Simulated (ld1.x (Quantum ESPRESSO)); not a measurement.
Results of a calculation; reference values are marked as such.
## Potentials for nitrogen (N) compared

Generated with ld1.x 7.5 (TM, RRKJ, ultrasoft, PAW), atompaw 4.2 or ONCVPSP 4.0.1. The cutoff is in Ry: for ld1.x and atompaw files where the sum of valence levels is converged to 10 mRy in a Bessel basis, for ONCV files where the hardest occupied wave has 1 mHa per electron of residual kinetic energy. The error is the largest all-electron minus pseudo excitation energy over each file’s own four to seven test configurations (ionisations up to +4, promotions, holes and added fractions of an electron), all of which were solved. The labels leave out finer settings (local radius, basis sizes, second energies), which also bear on the numbers. Spin-polarised tests are not counted. The rows are a selection from randomly drawn settings: files with unsolved tests, undetermined cutoffs or missed reference levels are left out.

```csv
potential,cutoff (Ry),largest error (meV),bound ghosts
"RRKJ, LDA (PZ), scalar-relativistic, rc 0.80/1.50/1.30 (spd), local smoothed, core correction no, reference 2s1.75 2p3.25",70,+1533,none
"PAW, LDA (PZ), non-relativistic, rc 0.85/1.35 (sp), local smoothed, core correction yes, reference 2s2 2p3",45,-35,none
"TM semilocal, PBEsol, scalar-relativistic, rc 0.80/2.30/2.30 (spd), local s, core correction yes, reference 2s1.75 2p3.25",50,+4302,none
```

(1) Fill in the row for N: RRKJ, PBE, scalar-relativistic, rc 0.75/1.10/1.15 (spd), local smoothed, core correction yes, reference 2s2 2p2.5.

(2) Fill in the row for N: PAW, LDA (PZ), scalar-relativistic, rc 0.95/1.65 (sp), local smoothed, core correction yes, reference 2s2 2p3.

Answers

(1) cutoff 90 Ry, largest error +489 meV, bound ghosts: none.

(2) cutoff 30 Ry, largest error -47 meV, bound ghosts: none.
